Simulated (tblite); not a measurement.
Species: C₈H₁₂BN.
Atom-mapped SMILES: `[BH2:1]/[CH:2]=[CH:3]/[C@H:4]([CH3:5])[n:6]1[cH:7][cH:8][cH:9][cH:10]1` (hydrogens: H11, H12 on B1; H13 on C2; H14 on C3; H15 on C4; H16, H17, H18 on C5; H19 on C7; H20 on C8; H21 on C9; H22 on C10)

Computed with GFN2-xTB (tblite), gas phase: L-BFGS steps from a force-field or distance-geometry start until the largest atomic force falls under 0.01 eV/Å.

The end geometry, which sets the zero of energy:
```
atom  x, y, z in Å
B1      3.1932   -1.1332   -0.8591
C2      1.7529   -0.6456   -0.6230
C3      1.4633    0.5831   -0.1816
C4      0.0923    1.1443    0.0899
C5      0.0900    1.9353    1.4060
N6     -0.9378    0.1378    0.0986
C7     -1.9902    0.0733   -0.7589
C8     -2.7554   -1.0128   -0.4354
C9     -2.1387   -1.6359    0.6667
C10    -1.0246   -0.9033    0.9701
H11     4.0883   -0.4073   -0.6551
H12     3.3962   -2.2228   -1.2305
H13     0.9169   -1.3131   -0.8042
H14     2.2630    1.2886    0.0060
H15    -0.1480    1.8412   -0.7271
H16    -0.9069    2.3213    1.6062
H17     0.3869    1.2956    2.2332
H18     0.7840    2.7695    1.3441
H19    -2.1188    0.8041   -1.5342
H20    -3.6530   -1.3287   -0.9297
H21    -2.4774   -2.5176    1.1744
H22    -0.2865   -1.0543    1.7332
```

**Question.** These geometries come from the run, each turned onto the end geometry. Order them by energy, lowest first.
A.
```
atom  x, y, z in Å
B1      3.2682   -1.1426   -0.8113
C2      1.8206   -0.6346   -0.6886
C3      1.5026    0.5208   -0.0934
C4      0.1195    1.1006    0.0394
C5      0.0016    1.9834    1.2890
N6     -0.9077    0.0893    0.0582
C7     -2.0699    0.1311   -0.6448
C8     -2.8414   -0.9373   -0.2804
C9     -2.1170   -1.6556    0.6905
C10    -0.9367   -0.9925    0.8823
H11     4.1282   -0.5614   -0.2715
H12     3.5133   -2.0965   -1.4409
H13     1.0015   -1.2140   -1.1037
H14     2.2862    1.1437    0.3194
H15    -0.0625    1.7292   -0.8459
H16    -0.9989    2.4067    1.3487
H17     0.1781    1.3912    2.1838
H18     0.7235    2.7950    1.2542
H19    -2.2617    0.9158   -1.3513
H20    -3.8120   -1.1821   -0.6637
H21    -2.4317   -2.5519    1.1876
H22    -0.1139   -1.2188    1.5319
```
B.
```
atom  x, y, z in Å
B1      3.2606   -1.1233   -0.8030
C2      1.8071   -0.6617   -0.5918
C3      1.4840    0.5627   -0.1645
C4      0.1005    1.1159    0.0505
C5      0.0578    1.9379    1.3482
N6     -0.9290    0.1079    0.0608
C7     -2.0560    0.1226   -0.7000
C8     -2.8332   -0.9490   -0.3554
C9     -2.1466   -1.6446    0.6581
C10    -0.9819   -0.9676    0.8925
H11     4.1437   -0.4215   -0.4899
H12     3.4859   -2.1662   -1.2823
H13     0.9858   -1.3370   -0.8075
H14     2.2648    1.2830    0.0449
H15    -0.1214    1.7870   -0.7933
H16    -0.9420    2.3342    1.5082
H17     0.3202    1.3099    2.1958
H18     0.7574    2.7679    1.2943
H19    -2.2219    0.8905   -1.4322
H20    -3.7864   -1.2099   -0.7717
H21    -2.4758   -2.5367    1.1528
H22    -0.1837   -1.1826    1.5752
```
C.
```
atom  x, y, z in Å
B1      3.2560   -1.0933   -0.9851
C2      1.8770   -0.3883   -0.9502
C3      1.4949    0.3957    0.0617
C4      0.1412    1.0760    0.0912
C5      0.0235    2.0543    1.2695
N6     -0.9203    0.0781    0.1584
C7     -1.9811   -0.0386   -0.6973
C8     -2.7841   -1.0717   -0.3029
C9     -2.1992   -1.6310    0.8529
C10    -1.0693   -0.9000    1.1117
H11     4.0220   -0.9466   -0.1003
H12     3.5430   -1.7838   -1.8922
H13     1.1712   -0.5488   -1.7757
H14     2.1828    0.5616    0.8972
H15     0.0326    1.6642   -0.8468
H16    -0.9636    2.5327    1.2606
H17     0.1549    1.5271    2.2238
H18     0.7963    2.8275    1.1780
H19    -2.1315    0.6086   -1.5331
H20    -3.6836   -1.4047   -0.7702
H21    -2.5857   -2.4514    1.4206
H22    -0.3872   -1.0482    1.9176
```
D.
```
atom  x, y, z in Å
B1      3.1923   -1.1803   -0.8930
C2      1.8154   -0.4957   -0.8406
C3      1.4810    0.4527    0.0431
C4      0.1219    1.1113    0.0822
C5     -0.0047    2.0816    1.2585
N6     -0.9136    0.1026    0.1265
C7     -2.0263    0.0570   -0.6519
C8     -2.7667   -1.0361   -0.2949
C9     -2.0719   -1.6797    0.7470
C10    -0.9399   -0.9512    0.9857
H11     4.0120   -0.8865   -0.1135
H12     3.4129   -1.9800   -1.7157
H13     1.0457   -0.7753   -1.5549
H14     2.1912    0.7827    0.7918
H15    -0.0146    1.6678   -0.8562
H16    -0.9875    2.5464    1.2686
H17     0.1269    1.5499    2.1973
H18     0.7501    2.8599    1.1755
H19    -2.2129    0.8086   -1.3948
H20    -3.6991   -1.3402   -0.7281
H21    -2.3725   -2.5698    1.2618
H22    -0.1499   -1.1066    1.6951
```
E.
```
atom  x, y, z in Å
B1      3.2190   -1.1119   -0.8354
C2      1.7718   -0.6651   -0.5673
C3      1.4576    0.5851   -0.2130
C4      0.0875    1.1360    0.0775
C5      0.1103    1.9074    1.4057
N6     -0.9462    0.1333    0.0861
C7     -2.0103    0.0905   -0.7585
C8     -2.7847   -0.9900   -0.4380
C9     -2.1652   -1.6302    0.6528
C10    -1.0372   -0.9152    0.9485
H11     4.0924   -0.3480   -0.6879
H12     3.4518   -2.2041   -1.1792
H13     0.9561   -1.3730   -0.6634
H14     2.2420    1.3245   -0.1086
H15    -0.1629    1.8450   -0.7258
H16    -0.8857    2.2758    1.6383
H17     0.4406    1.2606    2.2142
H18     0.7886    2.7534    1.3350
H19    -2.1403    0.8275   -1.5275
H20    -3.6939   -1.2875   -0.9232
H21    -2.5056   -2.5154    1.1541
H22    -0.2959   -1.0792    1.7053
```

**Answer.** E (0.002 eV), B (0.007 eV), A (0.012 eV), D (0.030 eV), C (0.110 eV).

In the order of the answer:

```csv
step,E above end (eV),largest force (eV/Å),rms force component (eV/Å),rms distance from end (Å),rms bond change (Å),bond most changed (Å)
145,0.002,0.03,0.011,0.060,0.000,C3–C4 -0.001
133,0.007,0.06,0.015,0.113,0.001,C4–C5 +0.001
113,0.012,0.03,0.007,0.223,0.000,C4–N6 +0.001
89,0.030,0.06,0.021,0.390,0.002,C4–N6 +0.006
1,0.110,0.54,0.195,0.487,0.009,C4–N6 +0.018
```

What follows is the cost of the whole relaxation. On Arm Neoverse V2, one thread (shared host), this took 1.1 s.
